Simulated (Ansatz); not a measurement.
`C=[CH][Al]([CH3])[OH]`, 12 atoms. The species carries charge 0 and has multiplicity 1. All runs use 4 threads of an AMD EPYC 7B13 on a shared host. Correlated methods freeze the cores.

Task: How many basis functions does each run have, and how long does it take in Ansatz? RKS PBE0-D4/def2-TZVP frequencies; RHF-MP2/def2-QZVPP energy; RHF-CCSD(T)/def2-TZVPP energy; RKS PBE0-D4/def2-SVP energy; direct RPA on PBE orbitals/def2-TZVPP energy; RKS ωB97M-V/def2-TZVPP energy and forces; RKS PBE0-D4/def2-QZVPP energy; RKS HSE06 (plane-wave form)-D4/def2-TZVPP energy; RKS r2SCAN0-D4/def2-TZVPP energy; RKS ωB97X-V/def2-TZVPP energy; RKS PBE0-D4/def2-TZVP relaxation (9 steps); RHF-CCSD(T)/def2-SVP energy. (Best estimate.)

Result: Ansatz gave: Other jobs shared the machine, so times are rough.

```json
{"level": "RKS PBE0-D4/def2-SVP", "job": "energy", "functions": "109", "wall time": "0.95 s", "peak host memory (GiB)": "0.48"}
{"level": "RKS HSE06 (plane-wave form)-D4/def2-TZVPP", "job": "energy", "functions": "264", "wall time": "2.8 s", "peak host memory (GiB)": "0.67"}
{"level": "RKS r2SCAN0-D4/def2-TZVPP", "job": "energy", "functions": "264", "wall time": "3.7 s", "peak host memory (GiB)": "0.66"}
{"level": "RHF-CCSD(T)/def2-SVP", "job": "energy", "functions": "109", "wall time": "4 s", "peak host memory (GiB)": "0.54"}
{"level": "RKS ωB97X-V/def2-TZVPP", "job": "energy", "functions": "264", "wall time": "6 s", "peak host memory (GiB)": "0.78"}
{"level": "direct RPA on PBE orbitals/def2-TZVPP", "job": "energy", "functions": "264", "wall time": "6.5 s", "peak host memory (GiB)": "0.7"}
{"level": "RKS PBE0-D4/def2-QZVPP", "job": "energy", "functions": "508", "wall time": "8 s", "peak host memory (GiB)": "1.7"}
{"level": "RKS ωB97M-V/def2-TZVPP", "job": "energy and forces", "functions": "264", "wall time": "9 s", "peak host memory (GiB)": "0.94"}
{"level": "RHF-MP2/def2-QZVPP", "job": "energy", "functions": "508", "wall time": "20 s", "peak host memory (GiB)": "3.2"}
{"level": "RKS PBE0-D4/def2-TZVP", "job": "relaxation (9 steps)", "functions": "203", "wall time": "25 s", "peak host memory (GiB)": "0.53"}
{"level": "RHF-CCSD(T)/def2-TZVPP", "job": "energy", "functions": "264", "wall time": "110 s", "peak host memory (GiB)": "6.5"}
{"level": "RKS PBE0-D4/def2-TZVP", "job": "frequencies", "functions": "203", "wall time": "2.3 min", "peak host memory (GiB)": "0.52"}
```
